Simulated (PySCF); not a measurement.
# What a mistake does to a calculation on Al2BCH5

These are calculations, not measurements. They come from PySCF 2.14.0, an open-source quantum chemistry program, on an isolated molecule that a program drew, which may never have been made. The molecule is Al2BCH5 (charge 0, singlet), drawn as the SMILES string `B=[C]([AlH2])[AlH2]`.

Each row is a Hartree-Fock (HF) and frozen-core CCSD(T) single point in the cc-pV(D+d)Z basis, meant for a local HF minimum. Run 1 is clean. Each other run has one planted mistake out of seven kinds, and not every kind appears here: one electron removed, one electron added, multiplicity raised by two, geometry at a saddle point, minimal basis STO-3G, one bond length entered in bohr, all coordinates scaled. The reference is restricted for singlets and unrestricted otherwise, and also for a bond in bohr. Adding or removing an electron swaps singlet and doublet. Electrons count all cores. HOMO and LUMO are orbital energies over both spins, the gradient is its largest component, and the lowest frequency (negative if imaginary) is given only where the gradient is small. Bond lengths are over the 8 bonds as drawn. T1 is the CCSD diagnostic: over 0.02 (restricted) or 0.045 (unrestricted) a single reference is doubtful.

Geometry of the clean run:
```xyz
9
Al2BCH5, angstrom
B    -2.4035    0.3979   -2.2724
C    -1.4837    0.9652   -1.4291
Al   -0.0218    1.9100   -2.2398
Al   -1.7671    0.7423    0.4568
H    -3.1934   -0.0892   -2.9970
H     1.0860    2.5926   -1.3443
H     0.0886    2.0148   -3.8164
H    -3.0210   -0.0663    0.9886
H    -0.7537    1.3618    1.4980
```

```
run  electrons  basis functions  <S^2>  HOMO (eV)  LUMO (eV)  gradient (hartree/bohr)  lowest frequency (cm^-1)  mean bond (Å)  longest bond (Å)      T1  HF (hartree)  CCSD(T) (hartree)                     mistake
  1         42               99  0.000      -9.72       1.47                  4.4e-05                       105         1.5894             1.920  0.0147    -549.27034         -549.67117                    no fault
  2         42               99  0.000      -9.61       1.44                  5.7e-03                         -         1.6069             1.941  0.0151    -549.26943         -549.67134      all coordinates scaled
  3         41               99  0.755     -15.74      -7.02                  5.9e-02                         -         1.5894             1.920  0.0140    -548.96925         -549.32117        one electron removed
  4         42               99  2.019      -5.40      -0.96                  9.4e-02                         -         1.5894             1.920  0.0934    -549.13411         -549.50494  multiplicity raised by two
  5         42               33  0.000      -6.34       8.25                  4.5e-02                         -         1.5894             1.920  0.0151    -542.64596         -542.86756                           ?
  6         43               99  0.822       0.50       5.02                  1.9e-02                         -         1.5894             1.920  0.0585    -549.23292         -549.65505                           ?
```

**Which mistake was planted in run 5, and what did it cost?**

It has 33 basis functions where the clean run has 99, with the same electrons and geometry. So the mistake is: minimal basis STO-3G. Subtracting run 1 and multiplying by 627.51 kcal/mol a hartree, the energy moved by 4156.9 kcal/mol in HF and 4269.3 kcal/mol in CCSD(T).

**Which mistake was planted in run 6, and what did it cost?**

It counts 43 electrons, one more than the clean run, at the same geometry and basis. So the mistake is: one electron added. Subtracting run 1 and multiplying by 627.51 kcal/mol a hartree, the energy moved by 23.5 kcal/mol in HF and 10.1 kcal/mol in CCSD(T).

Cautions from the logs. Run 4: T1 is over the limit, so its CCSD(T) energy is less reliable; run 6: T1 is over the limit, so its CCSD(T) energy is less reliable and the HOMO is above zero, so the electron isn't bound and the energy depends on the basis.
